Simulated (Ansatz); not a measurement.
`[CH3][Zr]([CH3])([OH])[OH]`, relaxed with RKS PBE0-D4/def2-TZVP in the Gaussian-basis code of Ansatz from a GFN2-xTB geometry. The force threshold is 0.005 eV/Å; the program also tests the step.

Charge 0, multiplicity 1. Zr takes the def2 core potential.

Start:

```xyz
13

C    -0.608    1.692    0.620
Zr   -0.018   -0.463    0.445
C     0.921   -0.607   -1.581
O     1.315   -0.920    1.710
O    -1.675   -1.362    0.349
H    -1.215    2.002   -0.250
H     0.284    2.341    0.647
H    -1.196    1.902    1.529
H     0.310   -0.087   -2.340
H     1.040   -1.652   -1.912
H     1.921   -0.142   -1.585
H     1.458   -1.724    2.222
H    -2.538   -0.980    0.148
```

Problem. By how much does the energy fall, and how many steps does the optimiser take? (An estimate is asked.)

Solution. The calculation gave: 0.28 eV, in 13 steps, 2 of them rejected.

Problem. Which bonds change most? (Estimate.)

Solution. Computed: Zr2–O5 from 1.887 to 1.920 Å; Zr2–O4 from 1.894 to 1.920 Å; O5–H13 from 0.965 to 0.952 Å; O4–H12 from 0.964 to 0.952 Å.

Problem. Give the relaxed structure. (Best estimate.)

Solution. The calculation gave: 
```xyz
13

C    -0.470    1.787    0.647
Zr   -0.142   -0.396    0.324
C     0.904   -0.576   -1.638
O     1.045   -1.029    1.693
O    -1.859   -1.240    0.164
H    -1.073    2.209   -0.166
H     0.488    2.321    0.663
H    -0.986    2.009    1.588
H     0.292   -0.147   -2.441
H     1.126   -1.613   -1.913
H     1.856   -0.031   -1.617
H     1.444   -1.499    2.419
H    -2.625   -1.794    0.277
```
